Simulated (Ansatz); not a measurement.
Basis-set extrapolation for `O[BH][Al]([SiH3])[SiH3]` (PBE0-D4/def2-TZVP geometry, frozen core, Ansatz 0.2.0). Multiplicity 1, RHF reference.

```json
{"": "HF", "def2-TZVPP": "-924.069525", "def2-QZVPP": "-924.098899"}
{"": "MP2 correlation", "def2-TZVPP": "-0.666412", "def2-QZVPP": "-0.716016"}
{"": "CCSD(T) correlation", "def2-TZVPP": "-0.766751", "def2-QZVPP": "not run"}
```

Energies in hartree. Use E(X) = E(∞) + A·exp(−7.88·√X) for Hartree–Fock and E(X) = E(∞) + B·X^(−2.97) for correlation, with X = 3 and 4, and add CCSD(T) minus MP2 of the smaller set to the MP2 limit.

**Question.** What is the CCSD(T) energy at the basis-set limit?

**Answer.** HF limit: -924.098899 + (-0.029374) × 0.13774 = -924.10294. MP2 limit: -0.716016 + (-0.049604) × 0.74074 = -0.75276. Higher-order term: -0.766751 − (-0.666412) = -0.10034. Total: -924.95604 hartree, 314.4 kJ/mol below CCSD(T)/def2-TZVPP.
